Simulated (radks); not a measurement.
Values are calculated unless marked as measured or tabulated.
These are the eigenvalues of the occupied orbitals of an atom or ion with whole-number occupations (Ry). Code: a radial shooting solver on a logarithmic mesh with Libxc functionals. Model: scalar-relativistic Kohn-Sham, BLYP, spin-polarised, spherical densities, point nucleus.

orbital  eigenvalue
1s up     -5110.787
1s down   -5110.787
2s up     -884.0222
2s down   -884.0037
2p up     -773.3490
2p down   -773.3337
3s up     -205.4627
3s down   -205.4119
3p up     -172.6988
3p down   -172.6469
3d up     -135.0207
3d down   -134.9741
4s up     -44.22499
4s down   -44.12421
4p up     -33.45317
4p down   -33.35605
4d up     -19.81157
4d down   -19.71419
5s up      -7.69749
5s down    -7.52910
5p up      -4.97674
5p down    -4.78366
4f up      -4.67126
4f down    -4.56261
5d up      -1.89113
6p up      -1.12947

Which element is it, and in what charge state? The configuration may be excited. Open shells, if any, are filled with parallel spins first.

Answer. Z = 74, tungsten, charge +2: W2+ in [Xe] 4f13 5d4 6p1. The list shows which subshells hold electrons but not how many an open one holds; the 1s level, -2555.4 hartree, gives Z - s = 71.5 by -(Z - s)^2/2, which with screening and relativity narrows Z to a few neighbours, and the depths of the outer levels then fix element, charge and occupations together.
